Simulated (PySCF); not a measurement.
Isomers of C8H10. Method used: PySCF, PBE0-D3(BJ)/def2-SVP geometry optimisation, gas phase. Energies are electronic, without zero-point or thermal terms, for one conformer each. No frequencies were run at this level. Point groups hold within 0.08 Å.

**Question.** Order them by energy at this level, lowest first, and give relative energies in kJ/mol.
A. `[CH2:1]=[C:2]1[CH2:3][CH:4]([C:5]#[C:6][CH3:7])[CH2:8]1` with C1–C2–C3–C4 158°, C2–C3–C4–C5 138°, C3–C4–C8–C2 -15°, C1–C2–C8–C4 -158°
B. o-xylene (`Cc1ccccc1C`)
C. `[CH2:1]=[CH:2]/[CH:3]=[CH:4]/[CH:5]=[CH:6]/[CH:7]=[CH2:8]` with C1–C2–C3–C4 180°, C3–C4–C5–C6 180°, C5–C6–C7–C8 180°
D. `CC1=C[C@H]2C=C[C@@H]1C2`

**Answer.** B (0.0), D (194.5), C (243.1), A (335.4).

As drawn, the lowest has an aromatic ring, which the highest lacks; the highest has a four-membered ring, a C≡C bond and a C=C bond outside aromatic rings, which the lowest lacks.

```tsv
SMILES	E (Eh)	E rel (kJ/mol)	dipole (D)	point group	A, B, C (MHz)
Cc1ccccc1C	-310.30027	0.0	0.71	C2v	3181, 2150, 1304
CC1=C[C@H]2C=C[C@@H]1C2	-310.22619	194.5	0.39	C1	3831, 2043, 1872
C=C/C=C/C=C/C=C	-310.20769	243.1	0.00	C2h	19519, 569.9, 553.7
C=C1CC(C#CC)C1	-310.17254	335.4	0.66	–	8237, 844.6, 809.9
```
